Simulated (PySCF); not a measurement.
**Spinor energies of Te²⁹⁺ (tellurium, charge +29)**

Start: [Ar] 3d5; 3d3/2 filled at m_j = -3/2, -1/2, +1/2, +3/2; 3d5/2 filled at m_j = +5/2. Calculated with PySCF 2.14 in an uncontracted even-tempered set (16 s from 4.6 bohr⁻², ratio 2.8; 12 p from 6 bohr⁻², ratio 2.8; 8 d from 6 bohr⁻², ratio 2.8; 3 f from 21 bohr⁻², ratio 3): generalised Hartree-Fock with the X2C-1e Hamiltonian and a Gaussian nucleus; one run each with spin-orbit coupling (SO) switched off, then screened by Boettger's factors.

| spinor shell | electrons | ε, spin-free (eV) | ε, screened SO (eV) | weight of nominal j (screened SO) | rms radius, screened SO (bohr) |
| --- | --- | --- | --- | --- | --- |
| 1s1/2 | 2 | -33230.9 | -33227.3 | 1.000 | 0.0318 |
| 2s1/2 | 2 | -6225.9 | -6224.5 | 1.000 | 0.129 |
| 2p1/2 | 2 | -5713.4 | -5909.6 | 0.998 | 0.111 |
| 2p3/2 | 4 | -5713.4 | -5623.5 | 0.999 | 0.116 |
| 3s1/2 | 2 | -2105.9 | -2105.5 | 1.000 | 0.326 |
| 3p1/2 | 2 | -1932.4 | -1984.0 | 0.944 | 0.316 |
| 3p3/2 | 4 | -1932.4 | -1908.3 | 0.972 | 0.327 |
| 3d3/2 | 4 | -1723.9 | -1725.4 | 0.754 | 0.290 |
| 3d5/2 | 1 | -1723.9 | -1716.3 | 1.000 | 0.292 |

```tsv
quantity	spin-free	screened SO
E (hartree)	-6253.84002	-6255.93912
M_J	5/2	5/2
⟨J²⟩	8.750	8.759
⟨L²⟩	0.000	0.808
⟨S²⟩	8.750	7.214
```

Each row is a mean over spinors that exchange with the open shell spreads, by up to 38.536 eV (3p3/2).

Rows whose weight is well below 1 are mixtures of j = l ± 1/2: exchange outweighs spin-orbit coupling there, and the label is only the starting occupation.

Breit and QED terms are absent; they matter most for the inner s and p1/2 levels.

Densities and radii are taken from the X2C orbitals without a picture-change correction, which distorts them close to the nucleus.

Without spin-orbit coupling the j labels of p, d and f shells carry no meaning; the spin-free column gives the mean over the occupied spinors of each nl shell.
